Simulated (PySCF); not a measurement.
# Ionisation energy of Rb by level of theory

Rb [Kr] 5s1 (2S) → Rb⁺ [Kr] (1S), as a difference of total energies. All numbers are calculated (PySCF 2.14, scalar relativity by spin-free X2C-1e, in aug-cc-pVDZ-X2C). The calculations carry no spin-orbit coupling.

```json
{"method": "UHF", "ionisation energy (eV)": "3.803"}
{"method": "B3LYP", "ionisation energy (eV)": "4.311"}
{"method": "BP86", "ionisation energy (eV)": "4.311"}
```

For comparison: 4.177 eV (measured; NIST Atomic Spectra Database, ionization energies).
